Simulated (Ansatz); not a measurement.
```yaml
crystal:
  periodic: [false, false, false]
  atoms:
    - {symbol: B, position_ang: [-3.105551, 2.948083, -1.016254]}
    - {symbol: C, position_ang: [-1.151626, 0.527301, 0.359611]}
    - {symbol: O, position_ang: [1.443440, -0.089474, -1.189787]}
    - {symbol: C, position_ang: [3.128996, -2.293108, 0.146199]}
    - {symbol: H, position_ang: [-2.442321, 4.189981, -3.233792]}
    - {symbol: H, position_ang: [-5.347059, 3.557340, 0.225124]}
    - {symbol: H, position_ang: [-0.669084, 1.178927, 2.661780]}
    - {symbol: H, position_ang: [-2.520916, -1.476789, 0.617363]}
    - {symbol: H, position_ang: [3.806212, -1.661729, 2.381289]}
    - {symbol: H, position_ang: [5.089732, -2.626982, -1.195018]}
    - {symbol: H, position_ang: [1.912053, -4.379169, 0.288803]}
basis:
  gaussian: {orbitals: STO-3G}
magnetization: {spin_polarized: true, initial_magnetization: 2}
hamiltonian: {xc: {name: revPBE}, dispersion: d3bj}
scf: {lower_state_search: light}
```

```sh
$ ansatz run in.yaml --threads 2 --pin off --events-out ev --progress --plain --max-ram 4352MiB
```

Shortened log:

```
Functional definition: revPBE
335 factors; integrals over basis functions are off by at most 5.3e-5 eV
mean field evaluation 1: about -4758.5584 eV, gradient 4.8e1 eV
mean field evaluation 2: about -4557.2631 eV, gradient 4.0e1 eV
mean field evaluation 4: about -4663.6526 eV, gradient 5.4e1 eV
mean field evaluation 8: about -4797.2847 eV, gradient 2.1e0 eV
mean field evaluation 16: about -4798.5335 eV, gradient 2.1e-3 eV
mean field evaluation 96: about -4798.2861 eV, gradient 1.1e-3 eV
mean field evaluation 256: about -4798.5327 eV, gradient 2.8e-2 eV
mean field -4798.53354848 eV, -176.3428553437 hartree, gradient 5.7e-6 eV, S^2 6.577718; 12 other end points of the search recorded, 0 dependent functions left out
reference -4798.53360254 eV, -176.3428573305 hartree; 17, 15 occupied and 10, 12 virtual orbitals, 335 factors
Total energy: -4798.84029091 eV, -176.3541279201 hartree
```

In this input the geometry is stretched to more than twice its size. The run converged. The result belongs to that input, not to the molecule as meant.
